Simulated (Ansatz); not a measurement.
Species: CH5In, charge 0, multiplicity 1. 
Coordinates optimised at B3LYP-D3(BJ)/def2-TZVP (Ansatz, a quantum-chemistry and plane-wave program):
SMILES: [CH3][InH2]
```xyz
7

C     -1.8537     0.0738    -0.1101
In     0.3149    -0.0128     0.0174
H     -2.2707    -0.0185     0.8950
H     -2.1749     1.0304    -0.5212
H     -2.2451    -0.7372    -0.7220
H      1.2177     1.4046     0.4597
H      1.1632    -1.4946    -0.3029
```

Basis-set convergence of Hartree-Fock and CCSD(T) correlation energies (hartree) with Ansatz. Valence correlation only, unless marked. No spin-orbit coupling. The frozen core is the preceding noble-gas configuration, with the filled d and f shells of earlier blocks. In def2 rows, elements after Kr have scalar-relativistic effective core potentials.

```csv
basis,functions,E(HF),"E(corr, CCSD(T))"
def2-SVP,65,-229.91538,-0.25414
def2-TZVPP,151,-229.96854,-0.30458
def2-QZVPP,289,-229.97214,-0.31816
```

Extrapolating the two largest sets (X = 3 and 4) as X^-3: E(corr) = (64·(-0.31816) - 27·(-0.30458))/37 = -0.3281 Eh, an estimate of the basis-set limit. The largest set recovers 97.0 % of it, the smallest 77.5 %.
